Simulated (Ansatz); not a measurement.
ScCl₂, SMILES [Cl][Sc][Cl] (connectivity only; charge and spin as stated), neutral, multiplicity 2.

Geometry optimised at B3LYP-D3(BJ)/def2-TZVP. The spin state was assumed, not searched. The isomer is the one that the SMILES or the coordinates give; other isomers of the formula were not compared.

Two levels are set side by side: PBE/def2-TZVPD (Ansatz, an electronic-structure program) and CAM-B3LYP/def2-TZVPD (Ansatz). Energy differences of separate SCF runs at the same geometry; the states with an electron removed or added have multiplicity 1 and 1. Differences are taken from unrounded values.

| quantity | CAM-B3LYP | PBE | PBE minus CAM-B3LYP |
|---|---|---|---|
| vertical ionisation energy (eV) | 7.64 | 7.15 | -0.49 |
| vertical electron affinity (eV) | 1.25 | 1.22 | -0.03 |
